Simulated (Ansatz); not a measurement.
`CO[SiH](F)S[SiH2]Cl` + `FB1CC1` → `CC1CB1F` + `O[SiH](F)S[SiH2]Cl`  (formal exchange of groups at a C–O bond)

Isolated molecules relaxed with PBE0-D4/def2-TZVP in Ansatz; ΔE leaves out vibrations. CCSD(T)/CBS is the MP2 limit (def2-TZVPP, def2-QZVPP) plus CCSD(T) − MP2 in def2-TZVPP, frozen cores. Functionals use def2-TZVPP. B3LYP here is the variant with VWN-RPA as its local correlation; programs differ in this. One conformer a species, not always the lowest.

```csv
level,ΔE (kcal/mol),difference from CCSD(T)/CBS
PBE-D4,-12.7,0.8
r2SCAN-D4,-12.8,0.7
PBE0-D4,-13.0,0.5
B3LYP-D4,-11.6,1.9
ωB97X-V,-12.1,1.4
ωB97M-V,-12.7,0.8
B2PLYP,-12.4,1.1
PBE,-12.7,0.8
r2SCAN,-12.8,0.7
PBE0,-13.0,0.5
B3LYP,-11.5,2.0
HF/def2-TZVPP,-10.6,2.9
MP2/def2-TZVPP,-14.4,-0.9
SCS-MP2/def2-TZVPP,-13.1,0.4
CCSD/def2-TZVPP,-12.9,0.6
CCSD(T)/def2-TZVPP,-13.1,0.4
HF/def2-QZVPP,-10.4,3.1
MP2/def2-QZVPP,-14.6,-1.1
SCS-MP2/def2-QZVPP,-13.3,0.2
HF/CBS(def2),-10.4,3.1
MP2/CBS(def2),-14.8,-1.3
CCSD/CBS(def2),-13.3,0.2
CCSD(T)/CBS,-13.5,0
```

Largest T1 diagnostic among the species: 0.012.

In def2-TZVPP, CCSD(T) changes the Hartree–Fock value by −2.5 kcal/mol (the triples alone add −0.2 kcal/mol) and MP2 by −3.8 kcal/mol.
